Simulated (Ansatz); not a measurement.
Ansatz (an electronic-structure program) input (B3LYP-D3(BJ)/def2-TZVP):

Ansatz 0.2 input:
```yaml
crystal:
  periodic: [false, false, false]
  atoms:
    - {symbol: O, position_ang: [1.28596004, -0.09783651, -0.16363016]}
    - {symbol: S, position_ang: [-0.17656246, 0.01343296, 0.02246644]}
    - {symbol: F, position_ang: [-0.28649143, 1.89015734, -0.05178868]}
    - {symbol: F, position_ang: [-0.54269534, -1.82707238, 0.15729737]}
basis:
  gaussian:
    orbitals: def2-TZVP
hamiltonian:
  xc: b3lyp
  dispersion: d3bj
total_charge: -1
magnetization: {spin_polarized: true, initial_magnetization: 1}
phonons: {temperatures: {t_min: 298.15, t_max: 298.15, t_step: 100}}
```

Output:

```
Functional definition: B3LYP
integrals: 0.04 GiB planned
734 factors; their error is unknown
mean field: 0.53 GiB planned
mean field evaluation 1: about -18317.9354 eV, gradient 2.9e1 eV
mean field evaluation 2: about -18303.2762 eV, gradient 7.0e1 eV
mean field evaluation 4: about -18321.0260 eV, gradient 5.2e0 eV
mean field evaluation 8: about -18321.1476 eV, gradient 1.3e-1 eV
mean field evaluation 16: about -18321.1477 eV, gradient 3.6e-5 eV
mean field -18321.14767338 eV, -673.2897584766 hartree, gradient 3.6e-5 eV, S^2 0.755222; 0 other end points of the search recorded, 0 dependent functions left out
the calculation of the forces begins
reference -18321.14783553 eV, -673.2897644357 hartree; 22, 21 occupied and 108, 109 virtual orbitals, 734 factors
these checks for a lower state are left out or cut short: stability, starts, cluster_reference, orbital_swaps, neighbouring_geometries, increment
integrals: 0.04 GiB planned
734 factors; their error is unknown
mean field: 0.53 GiB planned
mean field -18321.14761950 eV, -673.2897564967 hartree, gradient 8.1e-7 eV, S^2 0.755228; 0 other end points of the search recorded, 0 dependent functions left out
the calculation of the forces begins
reference -18321.14778166 eV, -673.2897624560 hartree; 22, 21 occupied and 108, 109 virtual orbitals, 734 factors
these checks for a lower state are left out or cut short: stability, starts, cluster_reference, orbital_swaps, neighbouring_geometries, increment
integrals: 0.04 GiB planned
734 factors; their error is unknown
mean field: 0.53 GiB planned
mean field -18321.14760863 eV, -673.2897560972 hartree, gradient 2.4e-6 eV, S^2 0.755216; 0 other end points of the search recorded, 0 dependent functions left out
the calculation of the forces begins
reference -18321.14777078 eV, -673.2897620561 hartree; 22, 21 occupied and 108, 109 virtual orbitals, 734 factors
these checks for a lower state are left out or cut short: stability, starts, cluster_reference, orbital_swaps, neighbouring_geometries, increment
integrals: 0.04 GiB planned
734 factors; their error is unknown
mean field: 0.53 GiB planned
mean field evaluation 32: about -18321.1475 eV, gradient 1.5e-1 eV
mean field -18321.14760047 eV, -673.2897557974 hartree, gradient 1.9e-6 eV, S^2 0.755216; 0 other end points of the search recorded, 0 dependent functions left out
the calculation of the forces begins
reference -18321.14776264 eV, -673.2897617572 hartree; 22, 21 occupied and 108, 109 virtual orbitals, 734 factors
these checks for a lower state are left out or cut short: stability, starts, cluster_reference, orbital_swaps, neighbouring_geometries, increment
integrals: 0.04 GiB planned
734 factors; their error is unknown
mean field: 0.53 GiB planned
mean field -18321.14759971 eV, -673.2897557696 hartree, gradient 1.0e-6 eV, S^2 0.755228; 0 other end points of the search recorded, 0 dependent functions left out
the calculation of the forces begins
reference -18321.14776185 eV, -673.2897617281 hartree; 22, 21 occupied and 108, 109 virtual orbitals, 734 factors
these checks for a lower state are left out or cut short: stability, starts, cluster_reference, orbital_swaps, neighbouring_geometries, increment
integrals: 0.04 GiB planned
734 factors; their error is unknown
mean field: 0.53 GiB planned
mean field -18321.14766248 eV, -673.2897580762 hartree, gradient 2.6e-6 eV, S^2 0.755222; 0 other end points of the search recorded, 0 dependent functions left out
the calculation of the forces begins
reference -18321.14782462 eV, -673.2897640346 hartree; 22, 21 occupied and 108, 109 virtual orbitals, 734 factors
these checks for a lower state are left out or cut short: stability, starts, cluster_reference, orbital_swaps, neighbouring_geometries, increment
integrals: 0.04 GiB planned
734 factors; their error is unknown
mean field: 0.53 GiB planned
mean field -18321.14767059 eV, -673.2897583742 hartree, gradient 2.4e-6 eV, S^2 0.755222; 0 other end points of the search recorded, 0 dependent functions left out
the calculation of the forces begins
reference -18321.14783276 eV, -673.2897643340 hartree; 22, 21 occupied and 108, 109 virtual orbitals, 734 factors
these checks for a lower state are left out or cut short: stability, starts, cluster_reference, orbital_swaps, neighbouring_geometries, increment
integrals: 0.04 GiB planned
734 factors; their error is unknown
mean field: 0.53 GiB planned
mean field -18321.14765088 eV, -673.2897576501 hartree, gradient 1.1e-6 eV, S^2 0.755223; 0 other end points of the search recorded, 0 dependent functions left out
the calculation of the forces begins
reference -18321.14781304 eV, -673.2897636094 hartree; 22, 21 occupied and 108, 109 virtual orbitals, 734 factors
these checks for a lower state are left out or cut short: stability, starts, cluster_reference, orbital_swaps, neighbouring_geometries, increment
integrals: 0.04 GiB planned
734 factors; their error is unknown
mean field: 0.53 GiB planned
mean field evaluation 64: about -18321.1476 eV, gradient 5.6e-2 eV
mean field -18321.14766943 eV, -673.2897583317 hartree, gradient 2.9e-6 eV, S^2 0.755222; 0 other end points of the search recorded, 0 dependent functions left out
the calculation of the forces begins
reference -18321.14783158 eV, -673.2897642906 hartree; 22, 21 occupied and 108, 109 virtual orbitals, 734 factors
Total energy: -18321.23743479 eV, -673.2930571478 hartree
Atom 0 at     1.285960    -0.097837    -0.163630 Å, force    -0.001036     0.000079     0.000132 eV/Å
Atom 1 at    -0.176562     0.013433     0.022466 Å, force     0.000547    -0.000042    -0.000070 eV/Å
Atom 2 at    -0.286491     1.890157    -0.051789 Å, force     0.000220    -0.000375    -0.000011 eV/Å
Atom 3 at    -0.542695    -1.827072     0.157297 Å, force     0.000269     0.000338    -0.000051 eV/Å
Dipole moment:    -0.125580     0.009554     0.015979 e Å
Vibrations: 179.67 246.09 342.73 390.93 472.84 1132.83 cm⁻¹, zero-point energy 0.171414 eV
```
